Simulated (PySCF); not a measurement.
# Energy of As²⁺ (arsenic, charge +2) between two integer charges

The 4p alpha orbital of [Ar] 3d10 4s2 4p1 is emptied in steps (occupation f), with all orbitals relaxed, ending at [Ar] 3d10 4s2. Computed with PySCF 2.14 in jorge-DZP-DKH (8s6p2d1f, 43 functions), with the spin-free X2C one-electron Hamiltonian (Gaussian nucleus). The exact energy is a straight line in f; departures are measured from the line between the end points of the same method.

```json
{"f": "1", "UHF (eV)": "0.000", "LDA (eV)": "0.000", "PBE (eV)": "0.000", "PBE0 (eV)": "0.000", "r2SCAN (eV)": "0.000", "LC-wPBE (eV)": "0.000", "BHandHLYP (eV)": "0.000", "wB97X (eV)": "0.000", "TPSS (eV)": "0.000", "r2SCAN0 (eV)": "0.000"}
{"f": "0.8", "UHF (eV)": "0.038", "LDA (eV)": "-0.800", "PBE (eV)": "-0.778", "PBE0 (eV)": "-0.572", "r2SCAN (eV)": "-0.734", "LC-wPBE (eV)": "-0.132", "BHandHLYP (eV)": "-0.388", "wB97X (eV)": "-0.192", "TPSS (eV)": "-0.755", "r2SCAN0 (eV)": "-0.545"}
{"f": "0.6", "UHF (eV)": "0.056", "LDA (eV)": "-1.202", "PBE (eV)": "-1.165", "PBE0 (eV)": "-0.855", "r2SCAN (eV)": "-1.092", "LC-wPBE (eV)": "-0.193", "BHandHLYP (eV)": "-0.581", "wB97X (eV)": "-0.290", "TPSS (eV)": "-1.130", "r2SCAN0 (eV)": "-0.809"}
{"f": "0.4", "UHF (eV)": "0.056", "LDA (eV)": "-1.202", "PBE (eV)": "-1.162", "PBE0 (eV)": "-0.850", "r2SCAN (eV)": "-1.077", "LC-wPBE (eV)": "-0.188", "BHandHLYP (eV)": "-0.579", "wB97X (eV)": "-0.294", "TPSS (eV)": "-1.124", "r2SCAN0 (eV)": "-0.797"}
{"f": "0.2", "UHF (eV)": "0.037", "LDA (eV)": "-0.801", "PBE (eV)": "-0.771", "PBE0 (eV)": "-0.563", "r2SCAN (eV)": "-0.703", "LC-wPBE (eV)": "-0.121", "BHandHLYP (eV)": "-0.385", "wB97X (eV)": "-0.199", "TPSS (eV)": "-0.742", "r2SCAN0 (eV)": "-0.519"}
{"f": "0", "UHF (eV)": "0.000", "LDA (eV)": "0.000", "PBE (eV)": "0.000", "PBE0 (eV)": "0.000", "r2SCAN (eV)": "0.000", "LC-wPBE (eV)": "0.000", "BHandHLYP (eV)": "0.000", "wB97X (eV)": "0.000", "TPSS (eV)": "0.000", "r2SCAN0 (eV)": "0.000"}
```

| method | E(f=0) − E(f=1) (eV) | −ε at f=1 (eV) | −ε at f=0.4 (eV) |
| --- | --- | --- | --- |
| UHF | 27.255 | 27.493 | 27.206 |
| LDA | 28.070 | 23.080 | 29.074 |
| PBE | 27.900 | 23.038 | 28.889 |
| PBE0 | 27.925 | 24.343 | 28.660 |
| r2SCAN | 28.091 | 23.479 | 29.078 |
| LC-wPBE | 28.061 | 27.225 | 28.245 |
| BHandHLYP | 27.896 | 25.470 | 28.386 |
| wB97X | 27.788 | 26.599 | 28.011 |
| TPSS | 27.907 | 23.182 | 28.881 |
| r2SCAN0 | 28.077 | 24.649 | 28.816 |

Orbital energy along the path (eV):

| f | UHF | LDA | PBE | PBE0 | r2SCAN | LC-wPBE | BHandHLYP | wB97X | TPSS | r2SCAN0 |
| --- | --- | --- | --- | --- | --- | --- | --- | --- | --- | --- |
| 1 | -27.493 | -23.080 | -23.038 | -24.343 | -23.479 | -27.225 | -25.470 | -26.599 | -23.182 | -24.649 |
| 0.8 | -27.395 | -25.063 | -24.985 | -25.790 | -25.363 | -27.579 | -26.445 | -27.062 | -25.082 | -26.057 |
| 0.6 | -27.299 | -27.063 | -26.940 | -27.232 | -27.239 | -27.921 | -27.418 | -27.530 | -26.987 | -27.453 |
| 0.4 | -27.206 | -29.074 | -28.889 | -28.660 | -29.078 | -28.245 | -28.386 | -28.011 | -28.881 | -28.816 |
| 0.2 | -27.116 | -31.081 | -30.815 | -30.060 | -30.824 | -28.539 | -29.347 | -28.518 | -30.733 | -30.101 |
| 0 | -27.028 | -33.055 | -32.685 | -31.404 | -32.305 | -28.775 | -30.295 | -29.046 | -32.480 | -31.170 |

Reference removal energy between the ground levels: 28.349 ± 0.012 eV (measured; NIST Atomic Spectra Database, ionization energies). The calculation has no spin-orbit coupling. UHF lacks correlation.
